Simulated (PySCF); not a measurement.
B3LYP has the VWN-RPA correlation part, as in Gaussian. 

```xyz
21

Si     3.5509    -0.9121     0.1290
C      1.8140    -0.2014     0.0240
C      1.6117     1.1950    -0.1987
C      0.3460     1.7299    -0.2780
C     -0.8060     0.9063    -0.1411
C     -2.1275     1.4237    -0.2176
C     -3.2194     0.5926    -0.0797
C     -3.0391    -0.7960     0.1416
C     -1.7693    -1.3276     0.2207
C     -0.6229    -0.4977     0.0828
C      0.7000    -1.0149     0.1594
H      3.4669    -2.3813     0.3710
H      4.3199    -0.2739     1.2392
H      4.3032    -0.6658    -1.1378
H      2.4769     1.8555    -0.3080
H      0.2088     2.8011    -0.4487
H     -2.2641     2.4947    -0.3883
H     -4.2304     1.0025    -0.1405
H     -3.9123    -1.4437     0.2492
H     -1.6259    -2.3978     0.3913
H      0.8186    -2.0891     0.3302
```

Charge 0, multiplicity 1.

Task: Give the Mulliken and meta-Löwdin atomic charges from B3LYP-D3(BJ)/def2-TZVP // B3LYP-D3(BJ)/def2-SVP in PySCF 2.14.0.

Result: 
```csv
atom,Mulliken (e),meta-Löwdin (e)
Si1,0.24,0.50
C2,0.03,-0.23
C3,-0.15,-0.11
C4,-0.19,-0.11
C5,0.15,0.01
C6,-0.18,-0.12
C7,-0.10,-0.11
C8,-0.10,-0.12
C9,-0.18,-0.11
C10,0.14,0.01
C11,-0.24,-0.10
H12,-0.06,-0.10
H13,-0.06,-0.10
H14,-0.06,-0.10
H15,0.11,0.11
H16,0.10,0.11
H17,0.10,0.11
H18,0.11,0.12
H19,0.11,0.12
H20,0.11,0.11
H21,0.11,0.11
```
